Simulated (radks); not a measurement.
Valence configurations of Pt2+ (all share [Xe]). Method: scalar-relativistic Kohn-Sham, r2SCAN, spin-unpolarised, spherical densities, finite nucleus; meta-GGA in the generalised Kohn-Sham scheme; Fermi nuclear charge, rms radius 5.427 fm; computed with a radial shooting solver on a logarithmic mesh with Libxc functionals. Energies are relative to 4f14 5d8; eigenvalues in eV.

4f14 5d8: E (eV) 0.000; e(4f) -91.885; e(5d) -26.001
4f14 5d6 6s2: E (eV) 10.857; e(4f) -99.935; e(5d) -31.444; e(6s) -24.966
4f13.5 5d8.5: E (eV) 34.183; e(4f) -97.509; e(5d) -26.759
4f13 5d9: E (eV) 70.821; e(4f) -103.22; e(5d) -27.513
4f14 5d5 6s2 6p1: E (eV) 27.622; e(4f) -105.76; e(5d) -35.581; e(6p) -17.688; e(6s) -27.331
4f13 5d8 6s1: E (eV) 76.993; e(4f) -107.36; e(5d) -30.370; e(6s) -23.631
4f12 5d9 6p1: E (eV) 167.96; e(4f) -120.89; e(5d) -33.538; e(6p) -16.000
4f13 5d8.5 6p0.5: E (eV) 77.968; e(4f) -106.12; e(5d) -29.697; e(6p) -14.864
4f13.5 5d8 6p0.5: E (eV) 40.973; e(4f) -100.36; e(5d) -28.894; e(6p) -14.791
4f13 5d8 6p1: E (eV) 85.675; e(4f) -109.02; e(5d) -31.851; e(6p) -15.845

NIST lists [Xe] 4f14 5d8 as the ground configuration; this level of theory agrees among the configurations tried. The energies are those of spherical spin-averaged densities, not of single terms.
